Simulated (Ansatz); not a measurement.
CH$_{6}$S$_{2}$Si$_{2}$ (`[SiH3][SiH]1SCS1`). Charge 0, multiplicity 1.

Cartesian coordinates in Å:
```
Si 0.0949 2.0935 -0.6214
Si 0.4031 -0.2244 -0.7157
S 1.2322 -1.0971 1.0554
C -0.3977 -1.9261 1.1592
S -1.3498 -1.3852 -0.3090
H -0.7153 2.5471 -1.7855
H -0.6097 2.4421 0.6388
H 1.4137 2.7837 -0.6607
H 1.1095 -0.5998 -1.9737
H -0.9127 -1.6266 2.0705
H -0.2681 -3.0072 1.1421
```

Give the diagnostics of a CCSD(T)/def2-TZVPP run (frozen core, Ansatz 0.2.0). (Estimate.)

The calculation gave: T1 = 0.0125, largest single amplitude 0.015, largest double 0.020, (T) share of the correlation energy 4.6 %, 9 CCSD cycles. The RHF solution is stable towards an unrestricted one. T1 lies under the customary mark of 0.02 for closed shells.
